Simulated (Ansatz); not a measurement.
`C[O][W](=[NH])(=[NH])[F]` at its PBE0-D4/def2-TZVP geometry, where that method's forces vanish. The species carries charge 0 and has multiplicity 1. W: def2 effective core potential.

```xyz
11

C     1.4691    0.3357    1.3060
O     0.3811   -0.4646    0.9191
W    -0.6890   -0.6644   -0.6011
N    -2.3366   -0.2732   -0.1788
N    -0.0769    0.4361   -1.8143
F    -0.6279   -2.4135   -1.2845
H     1.1254    1.1157    1.9910
H     1.9447    0.8005    0.4376
H     2.1986   -0.2916    1.8242
H    -3.2194    0.2083   -0.1465
H    -0.1692    1.2109   -2.4527
```

Task: What forces (eV/Å) does PBE-D4/def2-TZVPP give on these atoms in Ansatz 0.2.0? (Estimate.)

Result: Computed: 
```
C1   0.143  0.112  0.054
O2  -0.079 -0.191  0.278
W3   0.277 -0.457  0.149
N4  -0.581  0.040  0.228
N5   0.360  0.299 -0.406
F6   0.001 -0.425 -0.180
H7  -0.052  0.178  0.157
H8   0.117  0.109 -0.179
H9   0.168 -0.123  0.118
H10 -0.311  0.177  0.006
H11 -0.043  0.280 -0.227
```
